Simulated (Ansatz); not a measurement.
Stepwise reaction of `[CH3][In]([CH3])[OH]` with ammonia, as a gas-phase model of exchange steps in deposition or etching. ΔE in kJ/mol.

Isolated molecules relaxed with PBE0-D4/def2-TZVP in Ansatz; ΔE leaves out vibrations. CCSD(T)/CBS adds triple-zeta CCSD(T) − MP2 to the extrapolated MP2 energy (def2 sets, frozen cores). This one scheme is used for every species. Functionals use def2-TZVPP. B3LYP here is the variant with VWN-RPA as its local correlation; programs differ in this. Elements past krypton have def2 core potentials. For In outer-core shells are correlated without core-valence functions, which leaves a few kJ/mol of doubt a bond. One conformer a species, not always the lowest.

| step | reaction | PBE-D4 | B3LYP-D4 | ωB97M-V | CCSD(T)/CBS |
| --- | --- | --- | --- | --- | --- |
| 2 | `[CH3][In]([NH2])[OH]` + NH₃ → `[NH2][In]([NH2])[OH]` + CH₄ | -17.6 | -20.5 | -17.5 | -20.3 |

Q: Give the row of step 1, `[CH3][In]([CH3])[OH]` + NH₃ → `[CH3][In]([NH2])[OH]` + CH₄. (An estimate is asked.)

A: Computed: 
```json
{"step": "1", "reaction": "`[CH3][In]([CH3])[OH]` + NH₃ → `[CH3][In]([NH2])[OH]` + CH₄", "PBE-D4": "-28.9", "B3LYP-D4": "-33.3", "ωB97M-V": "-30.9", "CCSD(T)/CBS": "-33.5"}
```

Q: By hand: ΔE of the 2 steps together at CCSD(T)/CBS.

A: (-33.5) + (-20.3) = -53.8 kJ/mol, or -26.9 kJ/mol a step.

In ΔE each step is higher than the one before. All are downhill at CCSD(T)/CBS. PBE-D4 differs from CCSD(T)/CBS by 2.7 to 4.6 kJ/mol a step. Isolated molecules leave out the surface, adducts and barriers. Largest T1 diagnostic: 0.015.
